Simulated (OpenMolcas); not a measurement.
Au6+.

```yaml
Program: OpenMolcas
Basis: ANO-R2 [8s6p5d3f1g]
Scalar_Hamiltonian: X2C, finite nucleus
Active_space: 11 electrons in 8 orbitals (RAS1 5p, at most 2 holes; RAS2 5d)
State_averaging: 2S+1 = 6 even, 1 root; 2S+1 = 4 even, 24 roots; 2S+1 = 2 even, 75 roots
Spin-orbit_coupling: state interaction with AMFI integrals over the reference wave functions, term energies averaged over their components
```

Two sets of levels on these reference wave functions, in cm⁻¹ above 5d⁵ ⁶S_5/2: one from RASSCF and one from MS-RASPT2, IPEA 0.25 Eh, imaginary shift 0.1 Eh (closed shells correlated: 5s).

```tsv
Level	Set 1	Set 2
5d⁵ ⁶S_5/2	0.0	0.0
5d⁵ ⁴G_7/2 [57 %]	27920	31310
5d⁵ ⁴G_11/2 [71 %]	29890	33520
5d⁵ ⁴G_9/2	31570	35200
5d⁵ ⁴P_1/2 [59 %]	33820	36000
5d⁵ ⁴D_7/2 [53 %]	38600	42460
5d⁵ ⁴D_1/2 [67 %]	45170	48370
5d⁵ ²I_11/2 [68 %]	45030	49720
5d⁵ ⁴F_3/2 [52 %]	48500	51410
5d⁵ ²I_13/2	49960	55170
5d⁵ ²H_9/2 [52 %]	57600	61530
5d⁵ ²G_7/2(1) [52 %]	59140	64580
5d⁵ ²F_7/2(1) [55 %]	65110	68920
5d⁵ ²S_1/2 [75 %]	66960	72800
5d⁵ ²H_11/2 [67 %]	71270	75410
5d⁵ ²D_3/2(2) [72 %]	75660	80810
```

Q: Which set is which?

A: Set 1 is MS-RASPT2. Its levels of the other terms of 5d⁵ lie at 0.89 to 0.95 of the other set's values, as expected, since terms of lower spin or lower L gain more correlation energy than the Hund ground term.

Term energies are means over components that CASPT2 splits; among the terms shown or strongly mixed into the levels shown the widest spread is 580 cm-1 (5d⁵ ⁴F, MS-RASPT2). Active for correlation alone: 5p; no level in the range computed is led by a configuration that opens it, so any true level of that kind is missing. Without dynamic correlation excited terms often stand tens of per cent too high (terms of higher spin than the ground term too low), and those without a measured partner can miss by more than the paired ones (holds for RASSCF). Blocks of more than 70 roots (2S+1 = 2 even) ran without multistate coupling (holds for MS-RASPT2). The CASPT2 spread within a term exceeds the gap to the next term for 5d⁵ ²D(1) and 5d⁵ ⁴F, so the order of their levels is uncertain, and so are names and mixing where such terms share a J (holds for MS-RASPT2). Levels of configurations outside the active space are missing. Levels that lie high or do not pair safely by name in every column are left out.

A share in square brackets marks a mixed level and gives the weight of the term that names it, the lowest over the columns. A number in round brackets counts repeated terms of one configuration in the order of the reference energies.
